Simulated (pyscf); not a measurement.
Optimised with ωB97X-D3(BJ)/def2-SVP in PySCF.

Q: How much does it cost (ΔH, 298 K, ωB97M-D3(BJ)/def2-TZVP) to split HO–SiH₂–Zn–Cl at its Si–Zn bond into HO–SiH₂• + [Cl–Zn]•?

A: Si–Zn to HO–SiH₂• + [Cl–Zn]•: 288.4 kJ/mol. The 7 functionals that were run give +261.9 (M06-2X) to +305.3 kJ/mol (ωB97X-D3(BJ)/def2-TZVP). HO–SiH₂–Zn–Cl lies 22.9 kJ/mol over its isomer H₃Si–O–Zn–Cl (electronic energy, ωB97M-D3(BJ)/def2-TZVP). Other isomers of HO–SiH₂• were not searched in full and may lie lower. The term symbol of open-shell Cl–Zn was not checked; spin-orbit terms are left out. Elements up to Kr have no core potential and no relativistic terms here.
